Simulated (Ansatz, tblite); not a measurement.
Forces on the cluster AgSn₂ at its PBE-D4/def2-TZVP geometry. The state is a doublet with charge 0.

In the def2 sets Ag, Sn take a core potential; there is no spin–orbit coupling. The xTB rows come from tblite. Correlated methods freeze 8 core orbitals; core or outer-core shells of Ag, Sn are correlated, in sets that lack core-valence functions. The structure comes from a short search, and lower isomers may exist.

GFN1-xTB (tblite), largest force 0.76 eV/Å:

```xyz
3
positions Å, forces eV/Å
Ag    0.772   -0.404    1.337   -0.320    0.168   -0.554
Sn   -1.417   -0.705   -0.348    0.662    0.358    0.121
Sn    0.646    1.110   -0.989   -0.342   -0.525    0.433
```

GFN2-xTB (tblite), largest force 0.51 eV/Å:

```
Ag -0.025 0.013 -0.043
Sn 0.387 0.323 -0.095
Sn -0.362 -0.336 0.138
```

B2PLYP/def2-TZVP (Ansatz), largest force 0.19 eV/Å:

```
Ag 0.001 -0.001 0.002
Sn 0.140 0.124 -0.045
Sn -0.141 -0.123 0.042
```
